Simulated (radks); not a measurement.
Results of a calculation; reference values are marked as such.
Species: the dysprosium ion Dy+. Configuration: [Xe] 4f8 6s1 6p2 (not the ground configuration).

Level of theory: scalar-relativistic Kohn-Sham, PBEsol, spin-unpolarised, spherical densities, point nucleus (a radial shooting solver on a logarithmic mesh with Libxc functionals).

Energy parts (eV):
| part | energy |
|---|---|
| total | -330675.16 |
| kinetic | 356776.37 |
| electron-nucleus | -807619.25 |
| Hartree | 127179.52 |
| exchange-correlation | -7011.79 |

Orbitals (lengths in bohr, moments of r in powers of bohr; <r^-3> diverges for s and p1/2):
| orbital | occ. | eigenvalue (eV) | <r^2> | <r> | <1/r> | <r^-3> |
|---|---|---|---|---|---|---|
| 1s | 2 | -53669.29 | 0.0006096 | 0.02112 | 74.56 | - |
| 2s | 2 | -8962.334 | 0.009525 | 0.08980 | 17.32 | - |
| 2p | 6 | -7955.871 | 0.007711 | 0.07947 | 16.09 | 12800 |
| 3s | 2 | -2019.344 | 0.06291 | 0.2346 | 6.373 | - |
| 3p | 6 | -1710.457 | 0.06319 | 0.2335 | 5.973 | 2722 |
| 3d | 10 | -1313.130 | 0.05288 | 0.2122 | 5.666 | 364.3 |
| 4s | 2 | -423.2059 | 0.3155 | 0.5287 | 2.696 | - |
| 4p | 6 | -321.1924 | 0.3562 | 0.5597 | 2.475 | 616.0 |
| 4d | 10 | -182.2641 | 0.4242 | 0.6049 | 2.189 | 69.51 |
| 5s | 2 | -70.8419 | 1.756 | 1.251 | 1.063 | - |
| 5p | 6 | -45.2257 | 2.346 | 1.441 | 0.9086 | 91.36 |
| 4f | 8 | -30.4098 | 0.7458 | 0.7665 | 1.673 | 10.25 |
| 6s | 1 | -13.2952 | 11.31 | 3.181 | 0.3985 | - |
| 6p | 2 | -8.4587 | 17.09 | 3.908 | 0.3209 | 11.00 |

The highest occupied level is 6p at -8.459 eV. The density falls to 0.001 e/bohr^3 at r = 5.24 bohr.
